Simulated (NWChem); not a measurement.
A series in which one site is exchanged, each optimised at PBE0/def2-SVP with NWChem, gas phase unless a solvent is named. All stand in one matching conformer (torsions within 35°), which need not be the lowest. 

A: NB(N)Cl (BN₂H₄Cl; site = B)
B: [NH2][Ga]([NH2])[Cl] (GaN2H4Cl; site = Ga)
C: [Cl][Al]([NH2])[NH2] (AlN2H4Cl; site = Al)

Question: Rank them by static polarisability, PBE0/def2-SVPD (bohr³), lowest first.

Answer: A (46.1), C (54.9), B (57.8)
